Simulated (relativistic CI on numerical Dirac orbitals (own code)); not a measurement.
## Ga⁴⁺: from the plainest model towards the measured levels

Calculated with a relativistic CI code on KLI orbitals (one set per configuration, finite nucleus), adding one ingredient at a time: step 1, Dirac-Coulomb, each configuration alone; step 2, with Breit and QED terms; step 3, with configuration mixing; step 4, with scaled Slater integrals (0.85); step 5, with a P86 correlation estimate; step 6, tied to the ionisation limit. P86 is a density functional for the correlation energy, evaluated here for each configuration and added to its levels. Step 6 is semi-empirical: configurations made of the next ion and one excited electron move by 6933 cm⁻¹, so that their limit matches the tabulated ionisation energy, and those with a non-penetrating f or g electron also take the P86 value of the least penetrating other one.

Configuration list (outside the closed core [Ne]): 3s²3p⁶3d⁹, 3s²3p⁶3d⁸4s, 3s²3p⁶3d⁸4p, 3s²3p⁵3d¹⁰, 3s²3p⁶3d⁸4d, 3s²3p⁶3d⁸5s, 3s²3p⁶3d⁸5p, 3s²3p⁶3d⁸4f, 3s²3p⁶3d⁸5d, 3s²3p⁶3d⁷4s4p, 3s²3p⁶3d⁸5f, 3s3p⁶3d¹⁰, 3s²3p⁶3d⁷4s², 3s²3p⁶3d⁶4s²4p, 3s²3p⁶3d⁶4s²4d, 3s²3p⁶3d⁶4s²5s, 3s²3p⁶3d⁶4s²5p.

Computed minus measured energy above the ground level, in cm⁻¹, for 15 of the 53 excited levels that pair in every step (one J of a term; a digit in brackets numbers repeated terms):

```
Configuration  Term    J  Measured  Step 1  Step 2  Step 3  Step 4  Step 5  Step 6
    3s²3p⁶3d⁹    2D  3/2      3583     169     -55     -63     -84     -84     -83
  3s²3p⁶3d⁸4s    4F  9/2    210052  -11023  -10667  -10495   -7549    -463    6466
  3s²3p⁶3d⁸4s    2F  7/2    218301   -9702   -9401   -9303   -7589    -503    6426
  3s²3p⁶3d⁸4s    2D  3/2    232968   -6894   -6505   -6467   -7322    -235    6693
  3s²3p⁶3d⁸4s    4P  3/2    235609   -6367   -6068   -6258   -7197    -109    6820
  3s²3p⁶3d⁸4s    2P  3/2    242026   -5298   -5013   -5007   -7266    -178    6749
  3s²3p⁶3d⁸4s    2G  9/2    246093   -6870   -6697   -6740   -9378   -2291    4638
  3s²3p⁶3d⁸4p   4D°  7/2    296992  -12788  -12520  -12543   -9106   -1244    5680
  3s²3p⁶3d⁸4p   4G°  9/2    300730  -12689  -12445  -12370   -9576   -1715    5210
  3s²3p⁶3d⁸4p   4F°  9/2    305249  -12654  -12459  -12492   -9951   -2089    4835
  3s²3p⁶3d⁸4p   2D°  5/2    309616  -11231  -11037  -11204   -9460   -1597    5326
  3s²3p⁶3d⁸4p   2F°  5/2    313088  -11489  -11499  -11615   -9848   -1987    4938
  3s²3p⁶3d⁸4p   4P°  3/2    319570   -8923   -8616   -8641   -8992   -1130    5795
  3s²3p⁶3d⁸4p   2P°  1/2    324874   -9013   -8781   -8842   -9547   -1685    5239
  3s²3p⁶3d⁸4p   2H°  9/2    332600   -9340   -9266   -9201  -11296   -3435    3490
```

Mean absolute errors in cm⁻¹, over all paired levels and for the configurations:

```csv
"Configuration, levels",Step 1,Step 2,Step 3,Step 4,Step 5,Step 6
"all, 53",9352,9180,9244,9147,1624,5173
"3s²3p⁶3d⁹, 1",169,55,63,84,84,83
"3s²3p⁶3d⁸4s, 13",8207,7943,7912,7734,647,6281
"3s²3p⁶3d⁸4p, 39",9970,9826,9924,9851,1989,4935
```

Measured levels: Shirai, Reader, Kramida and Sugar, J. Phys. Chem. Ref. Data 36, 509 (2007).

The mean absolute error is lowest at step 5 (1624 cm⁻¹), and the largest single drop is from step 4 to 5 (9147 to 1624). The Breit and QED terms change the top of the ground term (measured 3583) from 3752 to 3528. Mixing lowers the ground level by 339; relative to it the configurations that move most are 3s²3p⁶3d⁸4p by -97, 3s²3p⁶3d⁸4s by +32. The P86 estimate moves 3s²3p⁶3d⁸4p by +7862, 3s²3p⁶3d⁸4s by +7087, and takes the mean absolute error of the excited configurations from 9322 to 1653. Step 6 takes that error from 1653 to 5271; it grows for 3s²3p⁶3d⁸4s, 3s²3p⁶3d⁸4p. The shift fits the limit, so it does little for low levels whose errors differ from those near the limit.
